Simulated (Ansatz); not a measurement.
System: ScCl, net charge 0, singlet state. 
Geometry from a B3LYP-D3(BJ)/def2-TZVP (Ansatz, an electronic-structure program) optimisation:
SMILES: [Cl][Sc]
```xyz
2

Sc     0.0000     0.0000    -0.9985
Cl     0.0000     0.0000     1.2334
```

Wanted: vertical ionisation energy (to the doublet state of charge +1; each state is the SCF solution reached for its spin; for the singlet the Hartree-Fock reference is unstable and T1 is 0.018), in eV. Correlated levels leave the core frozen unless marked. UHF or UKS for open shells. No spin-orbit coupling. The frozen core is the preceding noble-gas configuration, with the filled d and f shells of earlier blocks. Non-relativistic. CBS(X,Y): correlation extrapolated as X^-3; Hartree-Fock from the larger set.

```tsv
level	program	vertical ionisation energy (eV)
SVWN5/def2-TZVPD	Ansatz	6.55
PBE/def2-TZVPD	Ansatz	6.26
r2SCAN/def2-TZVPD	Ansatz	___
B3LYP/def2-TZVPD	Ansatz	___
PBE0/def2-TZVPD	Ansatz	6.09
BHLYP/def2-TZVPD	Ansatz	___
CAM-B3LYP/def2-TZVPD	Ansatz	6.25
wB97M-V/def2-TZVPD	Ansatz	6.29
wB97X-V/def2-TZVPD	Ansatz	___
CCSD/def2-SVPD	Ansatz	6.15
CCSD/def2-TZVPPD	Ansatz	6.28
CCSD/def2-QZVPPD	Ansatz	6.24
CCSD(T)/CBS(def2-TZVPPD,def2-QZVPPD)	Ansatz	6.34
```

**Question.** Complete the blanks.

**Answer.** 
- r2SCAN/def2-TZVPD, vertical ionisation energy (eV): 5.92
- B3LYP/def2-TZVPD, vertical ionisation energy (eV): 6.32
- BHLYP/def2-TZVPD, vertical ionisation energy (eV): 6.02
- wB97X-V/def2-TZVPD, vertical ionisation energy (eV): 6.06
